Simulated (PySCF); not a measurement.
Al(Br)(Me)(NH2) (CH5AlBrN), SMILES [Al]([CH3])([Br])[NH2]. Atoms are numbered in the order given.

```xyz
9

Al     0.6464     0.6655     0.2089
Br    -0.8905    -0.9438    -0.2731
C      0.6291     2.3721    -0.7358
H      0.7570     2.2221    -1.8217
H      1.4278     3.0498    -0.3906
H     -0.3369     2.8879    -0.5985
N      1.8188     0.2515     1.4708
H      2.5647     0.8606     1.7990
H      1.8446    -0.6320     1.9745
```

The structure is a stationary point at TPSSh-D3(BJ)/def2-SVP. The structure was generated by enumeration; whether it is a known compound was not checked. The values are those of a single conformer.

Two levels are set side by side: PBE/pcSseg-1 (PySCF) and HF/pcSseg-1 (PySCF). GIAO shifts against NH3 (¹⁵N), TMS (¹H), TMS (¹³C) at the same level; non-relativistic, no solvent, atoms listed together averaged. Without spin–orbit terms, shifts of atoms bonded to Cl or Br come out too high at both levels. Differences are taken from unrounded values.

```json
[
 {"quantity": "δ(¹³C) of C3 (ppm)", "HF": "-9.9"},
 {"quantity": "δ(¹⁵N) of N7 (ppm)", "HF": "28.4"}
]
```

### Question
What does PBE give, and how far is it from HF? (The exact figures need the calculation; the answer reports its results.)

### Answer

```json
[
 {"quantity": "δ(¹³C) of C3 (ppm)", "PBE": "-10.0", "PBE minus HF": "-0.1"},
 {"quantity": "δ(¹⁵N) of N7 (ppm)", "PBE": "54.2", "PBE minus HF": "25.8"}
]
```

Rough cost on one machine, each run with all the roots and properties that it gave: HF against PBE within a factor of 2.
